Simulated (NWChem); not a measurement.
SiH3SeF; SMILES F[Se][SiH3]

This build's default masses of Se (78.918 u) and Br (79.917 u) are each other's, which moves their modes by up to 0.6 %. B3LYP is NWChem's, with the RPA form of VWN correlation.

Task: Give the equilibrium geometry at B3LYP/6-31G* (spherical d) (NWChem) as a Z-matrix, with the point group.

Result: point group Cs; any orientation.
```
Si
H 1 1.4835
H 1 1.4835 2 109.50
H 1 1.4878 2 110.75 3 122.42
Se 1 2.3075 2 110.95 3 -122.80
F 5 1.7984 1 94.60 2 60.98
```
